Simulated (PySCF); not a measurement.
Cl₂HSi, SMILES Cl[SiH]Cl, multiplicity 2. Atoms are numbered in the order given.

```xyz
4

Cl     0.0245    -0.3750    -1.6787
Si    -0.1312     0.7860     0.0000
Cl     0.0245    -0.3750     1.6787
H      1.0050     1.7471     0.0000
```
Charge 0, spin multiplicity 2.

Coordinates come from a PBE0-D3(BJ)/def2-TZVP optimisation. The isomer is the one that the SMILES or the coordinates give; other isomers of the formula were not compared.

All values below come from TDA-M06-2X/def2-SVPD (PySCF 2.14.0).

Vertical excitations. 

Computed lowest excited states:
```json
[
 {"state": "root 1", "energy (eV)": "4.86", "λ (nm)": "255", "f": "0.024", "main pairs": "α HOMO→LUMO 92 %"},
 {"state": "root 2", "energy (eV)": "4.89", "λ (nm)": "254", "f": "0.036", "main pairs": "α HOMO→LUMO+1 91 %"},
 {"state": "root 3", "energy (eV)": "5.06", "λ (nm)": "245", "f": "0.001", "main pairs": "β HOMO→LUMO 93 %"},
 {"state": "root 4", "energy (eV)": "5.06", "λ (nm)": "245", "f": "0.006", "main pairs": "β HOMO−1→LUMO 92 %"},
 {"state": "root 5", "energy (eV)": "5.39", "λ (nm)": "230", "f": "0.027", "main pairs": "β HOMO−2→LUMO 90 %"},
 {"state": "root 6", "energy (eV)": "5.93", "λ (nm)": "209", "f": "0.045", "main pairs": "α HOMO→LUMO+2 79 %"},
 {"state": "root 7", "energy (eV)": "6.30", "λ (nm)": "197", "f": "0.030", "main pairs": "β HOMO−3→LUMO 84 %"},
 {"state": "root 8", "energy (eV)": "6.73", "λ (nm)": "184", "f": "0.041", "main pairs": "α HOMO→LUMO+3 39 %, α HOMO→LUMO+5 17 %, α HOMO→LUMO+7 15 %, α HOMO→LUMO+2 9 %, β HOMO−4→LUMO 13 %"},
 {"state": "root 9", "energy (eV)": "6.78", "λ (nm)": "183", "f": "0.004", "main pairs": "α HOMO→LUMO+3 8 %, β HOMO−4→LUMO 76 %"},
 {"state": "root 10", "energy (eV)": "7.07", "λ (nm)": "175", "f": "0.011", "main pairs": "β HOMO−5→LUMO 91 %"}
]
```
Unrestricted roots are not spin-pure.
